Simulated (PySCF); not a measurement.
2,2-dichloroethyl(fluoro)silane (C2H5Cl2FSi), SMILES F[SiH2]CC(Cl)Cl.

Coordinates come from a ωB97X-D3(BJ)/def2-SVP optimisation. Other conformers were not sampled.

All values below come from TDDFT-LC-ωPBE/def2-SVPD in PySCF 2.14.0.

Vertical excitations. Isolated molecule, no solvent.

Q: Estimate the UV-visible absorptions. (An estimate is asked for; the answer gives what the named calculation found.)

A: 
```csv
state,energy (eV),λ (nm),f,main pairs
S1,7.25,171,0.000,"HOMO→LUMO 36 %, HOMO−1→LUMO 16 %, HOMO−2→LUMO 13 %"
S2,7.34,169,0.008,"HOMO−1→LUMO 46 %, HOMO→LUMO 16 %"
S3,7.51,165,0.001,"HOMO−2→LUMO 28 %, HOMO→LUMO+2 9 %, HOMO−5→LUMO 7 %, HOMO−3→LUMO 7 %"
S4,7.79,159,0.003,"HOMO−3→LUMO 25 %, HOMO−1→LUMO+2 16 %, HOMO−5→LUMO 7 %, HOMO−4→LUMO 6 %"
S5,8.46,146,0.007,"HOMO−2→LUMO 21 %, HOMO−5→LUMO 14 %, HOMO→LUMO 10 %, HOMO−2→LUMO+1 8 %"
S6,8.56,145,0.017,"HOMO−4→LUMO 19 %, HOMO−3→LUMO 18 %, HOMO−4→LUMO+1 15 %, HOMO−3→LUMO+1 9 %"
S7,8.76,142,0.010,"HOMO→LUMO+2 30 %, HOMO→LUMO+1 11 %, HOMO→LUMO+5 8 %, HOMO−2→LUMO+1 7 %"
S8,8.88,140,0.009,"HOMO−1→LUMO+2 30 %, HOMO−3→LUMO 15 %, HOMO−4→LUMO 11 %"
S9,9.05,137,0.050,"HOMO−2→LUMO+2 44 %, HOMO→LUMO+3 13 %"
S10,9.16,135,0.001,"HOMO→LUMO+3 22 %, HOMO−1→LUMO+3 14 %, HOMO−3→LUMO+2 8 %, HOMO→LUMO+1 7 %"
T1,6.51,190,0,"HOMO→LUMO 40 %, HOMO−2→LUMO 12 %, HOMO−1→LUMO 6 %"
T2,6.52,190,0,HOMO−1→LUMO 53 %
T3,6.70,185,0,"HOMO−2→LUMO 21 %, HOMO→LUMO+2 10 %, HOMO−5→LUMO 8 %, HOMO−3→LUMO 7 %"
T4,6.93,179,0,"HOMO−3→LUMO 25 %, HOMO−1→LUMO+2 13 %, HOMO−5→LUMO 8 %, HOMO−4→LUMO 6 %"
```
Triplets are in the Tamm–Dancoff approximation, which puts them higher than full response would, so one can lie above its singlet here.
